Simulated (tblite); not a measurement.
Species: C8H8OS.
Atom-mapped SMILES: `[CH2:1]=[CH:2][S@@:3](=[O:4])[c:5]1[cH:6][cH:7][cH:8][cH:9][cH:10]1` (hydrogens: H11, H12 on C1; H13 on C2; H14 on C6; H15 on C7; H16 on C8; H17 on C9; H18 on C10)

Structure used (GFN2-xTB), in Å, numbered top down from 1:
```xyz
18
C8H8OS angstrom
C      3.0434    0.6043    0.4586
C      2.1702    0.7387   -0.5140
S      1.4711   -0.7379   -1.3190
O      2.0288   -1.8891   -0.6104
C     -0.1598   -0.4052   -0.5609
C     -0.5343   -1.1243    0.5567
C     -1.7643   -0.8784    1.1417
C     -2.6083    0.0766    0.5985
C     -2.2286    0.7844   -0.5313
C     -0.9986    0.5427   -1.1193
H      3.4967    1.4373    0.9690
H      3.3295   -0.3871    0.7757
H      1.8178    1.6714   -0.9199
H      0.1441   -1.8682    0.9477
H     -2.0641   -1.4326    2.0184
H     -3.5679    0.2681    1.0551
H     -2.8929    1.5227   -0.9553
H     -0.6915    1.0828   -2.0029
```

Calculated harmonic vibrations of the isolated species, GFN2-xTB (tblite), most abundant isotopes, no scaling. Errors from tens to a few hundred cm⁻¹ against measured bands are possible. One conformer, not necessarily the lowest.

Harmonic wavenumbers (cm⁻¹): 45.7, 62.8, 123.8, 166.0, 209.3, 236.1, 305.0, 365.8, 434.3, 436.0, 477.6, 577.9, 584.7, 626.7, 656.2, 673.4, 748.0, 878.0, 882.0, 902.8, 927.1, 932.0, 955.8, 962.9, 1006.5, 1074.7, 1103.3, 1110.1, 1133.8, 1179.2, 1185.7, 1190.6, 1267.9, 1320.8, 1371.8, 1431.8, 1448.0, 1580.4, 1594.8, 1676.5, 3076.6, 3081.3, 3084.6, 3086.5, 3092.0, 3097.7, 3101.2, 3118.0.

A = 2364, B = 780.5, C = 742.8 MHz; mass 152.030 u (most abundant isotopes); point group C1, symmetry number 1.

**Question.** What is the zero-point energy?

**Answer.** ½Σν̃ = 29292 cm⁻¹ = 83.75 kcal/mol.

**Question.** Give the ideal-gas entropy at 350 K and 1 bar in the rigid-rotor, harmonic-oscillator model (classical rotation).

**Answer.** Translation 41.79, rotation 30.32, vibration 32.81: S = 104.9 cal/(mol K).

**Question.** And Cp and H(350 K) − H(0)?

**Answer.** Cp = 43.96 cal/(mol K), of which vibrations give 36.01 (their classical limit is 48 R = 95.4); H(350 K) − H(0) = 8.90 kcal/mol without the zero-point energy, 6.11 from vibrations.

**Question.** Which modes carry the vibrational entropy at 350 K?

**Answer.** 45.7 cm⁻¹: 5.31; 62.8 cm⁻¹: 4.68; 123.8 cm⁻¹: 3.35; 166.0 cm⁻¹: 2.78; 209.3 cm⁻¹: 2.35; 236.1 cm⁻¹: 2.12 cal/(mol K); the other 42 give 12.21 together.

**Question.** What must be added to the electronic energy to get the Gibbs energy at 350 K and 1 bar?

**Answer.** ZPE + [H(350 K) − H(0)] − T·S = 83.75 + 8.90 − 36.72 = 55.93 kcal/mol.

**Question.** How do the functions run with temperature in this model?

**Answer.** 
| T (K) | S (cal/(mol K)) | Cp (cal/(mol K)) | H − H(0) (kcal/mol) | G − H(0) (kcal/mol) | ln q(vib) |
| --- | --- | --- | --- | --- | --- |
| 150 | 78.1 | 22.5 | 2.26 | -9.45 | 2.82 |
| 250 | 92.0 | 33.2 | 5.03 | -17.97 | 5.24 |
| 298.15 | 98.3 | 38.5 | 6.76 | -22.56 | 6.42 |
| 400 | 111.1 | 48.9 | 11.22 | -33.23 | 8.98 |
| 600 | 134.0 | 63.9 | 22.61 | -57.79 | 14.03 |
| 900 | 162.7 | 77.3 | 43.99 | -102.45 | 21.22 |

q(vib) and H(0) count from the zero-point level.

Hindered rotation and anharmonicity are outside this model. Other conformers, if any are populated, would add a mixing term that is left out. The structure is chiral; the term R ln 2 for an equal mix with its mirror image is left out.
